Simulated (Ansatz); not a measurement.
Cl$_{4}$Te, charge -1, doublet, geometry from GFN2-xTB (a state made from the parent by changing its charge; the spin is typed, not shown lowest) (core potentials on Te) (a gas-phase anion, which may not be bound at this level); PBE/def2-SV(P) in Ansatz (a quantum-chemistry and plane-wave program).

Here is a job for Ansatz.
Ansatz 0.2 input:
```yaml
crystal:
  periodic: [false, false, false]
  atoms:
    - {symbol: Te, position_ang: [0.00024344, -0.00520567, 0.19683257]}
    - {symbol: Cl, position_ang: [1.52359952, -1.93354330, -0.20364566]}
    - {symbol: Cl, position_ang: [1.93806377, 1.52729837, -0.11262876]}
    - {symbol: Cl, position_ang: [-1.52397184, 1.94150491, -0.09739239]}
    - {symbol: Cl, position_ang: [-1.93843609, -1.51933676, -0.18840929]}
basis:
  gaussian:
    orbitals: def2-SV_P_.json
hamiltonian:
  xc: pbe
total_charge: -1
magnetization: {spin_polarized: true, initial_magnetization: 1}
```
The basis file holds def2-SV(P) in the JSON format of the Basis Set Exchange.

It wrote (shortened):

```
Functional definition: PBE
1100 factors; their error is unknown
mean field evaluation 1: about -57349.3674 eV, gradient 2.0e1 eV
mean field evaluation 2: about -57337.8228 eV, gradient 4.9e1 eV
mean field evaluation 4: about -57352.0305 eV, gradient 6.6e-1 eV
mean field evaluation 8: about -57351.9758 eV, gradient 1.4e-2 eV
mean field evaluation 16: about -57349.7986 eV, gradient 6.4e0 eV
mean field evaluation 32: about -57349.7986 eV, gradient 6.4e0 eV
mean field -57351.97584077 eV, -2107.6462375830 hartree, gradient 8.0e-6 eV, S^2 0.750934; 3 other end points of the search recorded, 0 dependent functions left out
reference -57351.97587068 eV, -2107.6462386819 hartree; 47, 46 occupied and 51, 52 virtual orbitals, 1100 factors
Total energy: -57351.97587068 eV, -2107.6462386819 hartree
```
